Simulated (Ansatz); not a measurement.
A run for Ansatz (an electronic-structure program): R-CCSD(T)/def2-TZVPP on CH4OPb (SMILES C[O][PbH]), a point of a torsion scan. Elements past Kr take the def2 small-core potentials; no spin–orbit coupling. The run froze 11 orbitals, filled d shells among them.

Ansatz 0.2 input:
```yaml
crystal:
  periodic: [false, false, false]
  atoms:
    - {symbol: C, position_ang: [-0.93665139, -0.19313444, 0.02377022]}
    - {symbol: O, position_ang: [-0.05720036, 0.84288836, -0.24016089]}
    - {symbol: Pb, position_ang: [2.03661922, 1.18014795, -0.02544764]}
    - {symbol: H, position_ang: [-0.68006980, -1.09175108, -0.55078632]}
    - {symbol: H, position_ang: [-1.95267139, 0.11704540, -0.25066223]}
    - {symbol: H, position_ang: [-0.93015962, -0.46380333, 1.08673607]}
    - {symbol: H, position_ang: [2.54326677, -0.45310099, 0.70542831]}
basis:
  gaussian:
    orbitals: def2-TZVPP
magnetization: {spin_polarized: false}
correlation: {method: ccsd_t, electrons: outside_noble_gas}
scf: {lower_state_search: off}
```

Program output:

```
WARN ansatz: RAYON_NUM_THREADS=1 ignored (pool sized by the plan → 1); use --threads N
Functional definition: HF
these checks for a lower state are left out or cut short: stability, starts, cluster_reference, orbital_swaps, neighbouring_geometries, increment
integrals: 0.49 GiB planned
1182 factors; integrals over basis functions are off by at most 9.8e-4 eV
mean field: 0.48 GiB planned
mean field evaluation 1: about -8347.9079 eV, gradient 4.0e1 eV
mean field evaluation 2: about -8347.9930 eV, gradient 4.0e1 eV
mean field evaluation 4: about -8351.4559 eV, gradient 3.6e0 eV
mean field evaluation 8: about -8351.5115 eV, gradient 3.1e-1 eV
mean field -8351.51237788 eV, -306.9124190287 hartree, gradient 3.6e-6 eV, S^2 0.000000; 0 other end points of the search recorded, 0 dependent functions left out
11 core orbitals not correlated, not the lowest: weight in the atoms' cores, before any rotation towards them, 0.946 or more for the frozen orbitals, at most 0.051 for the correlated occupied ones
reference -8351.51237788 eV, -306.9124190287 hartree; 9, 9 occupied and 148, 148 virtual orbitals, 1182 factors
second order -13.68808587 eV of doubles, -0.00000000 eV of singles
coupled cluster: 1.46 GiB planned
cycle   1  -13.80855830 eV  change   -1.2e-1 eV  update   1.1e-1
cycle   2  -14.19629656 eV  change   -3.9e-1 eV  update   4.5e-2
cycle   3  -14.35022102 eV  change   -1.5e-1 eV  update   2.8e-2
cycle   4  -14.34568929 eV  change    4.5e-3 eV  update   1.1e-2
cycle   5  -14.34002466 eV  change    5.7e-3 eV  update   6.5e-3
cycle   6  -14.34287720 eV  change   -2.9e-3 eV  update   2.9e-3
cycle   7  -14.34244994 eV  change    4.3e-4 eV  update   1.1e-3
cycle   8  -14.34220821 eV  change    2.4e-4 eV  update   3.3e-4
cycle   9  -14.34235874 eV  change   -1.5e-4 eV  update   1.4e-4
cycle  10  -14.34237528 eV  change   -1.7e-5 eV  update   5.9e-5
cycle  11  -14.34234365 eV  change    3.2e-5 eV  update   2.8e-5
cycle  12  -14.34236585 eV  change   -2.2e-5 eV  update   1.1e-5
cycle  13  -14.34236372 eV  change    2.1e-6 eV  update   4.2e-6
perturbative correction -0.55161343 eV, -0.0202714197 hartree
Total energy: -8366.40635503 eV, -307.4597625935 hartree
Checks for a lower state left out: stability, starts, cluster_reference, orbital_swaps, neighbouring_geometries, increment
```

Self-consistency was reached.

Cost: very roughly 27 core-seconds.
